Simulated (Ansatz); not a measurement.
`[CH2]1O[SiH2][SiH2][AlH]1`. The species carries charge 0 and has multiplicity 1. The geometry is a stationary point of PBE0-D4/def2-TZVP.

```xyz
12

C     0.297    0.492    1.591
O     0.748   -0.780    1.113
Si    1.015   -1.082   -0.494
Si   -0.881   -0.195   -1.560
Al   -1.126    1.233    0.407
H     1.151    1.181    1.686
H    -0.064    0.340    2.615
H     1.246   -2.545   -0.592
H     2.235   -0.363   -0.973
H    -0.611    0.475   -2.860
H    -1.954   -1.215   -1.734
H    -2.056    2.459    0.802
```

Task: What is the dipole moment at PBE/def2-TZVPP? (An estimate is asked.)

Result: Ansatz gave: 1.21 D, with components (-0.48, 1.07, 0.28) D in this frame, pointing from negative to positive charge.

Task: And with r2SCAN, B3LYP, ωB97M-V? (Estimate.)

Result: Computed: r2SCAN 1.28 D, B3LYP 1.35 D, ωB97M-V 1.41 D.

Task: Give the Mulliken charges with PBE, ωB97M-V, B3LYP in def2-TZVPP. (Best estimate.)

Result: Computed: 
```json
{"atom": "C1", "PBE": "-0.16", "ωB97M-V": "-0.25", "B3LYP": "-0.15"}
{"atom": "O2", "PBE": "-0.29", "ωB97M-V": "-0.36", "B3LYP": "-0.37"}
{"atom": "Si3", "PBE": "0.33", "ωB97M-V": "0.30", "B3LYP": "0.39"}
{"atom": "Si4", "PBE": "-0.09", "ωB97M-V": "-0.13", "B3LYP": "-0.05"}
{"atom": "Al5", "PBE": "0.36", "ωB97M-V": "0.41", "B3LYP": "0.41"}
{"atom": "H6", "PBE": "0.08", "ωB97M-V": "0.11", "B3LYP": "0.08"}
{"atom": "H7", "PBE": "0.10", "ωB97M-V": "0.12", "B3LYP": "0.10"}
{"atom": "H8", "PBE": "-0.06", "ωB97M-V": "-0.03", "B3LYP": "-0.08"}
{"atom": "H9", "PBE": "-0.08", "ωB97M-V": "-0.05", "B3LYP": "-0.10"}
{"atom": "H10", "PBE": "-0.04", "ωB97M-V": "-0.01", "B3LYP": "-0.06"}
{"atom": "H11", "PBE": "-0.04", "ωB97M-V": "-0.01", "B3LYP": "-0.06"}
{"atom": "H12", "PBE": "-0.10", "ωB97M-V": "-0.09", "B3LYP": "-0.12"}
```

B3LYP here is the variant with VWN-RPA as its local correlation; programs differ in this.
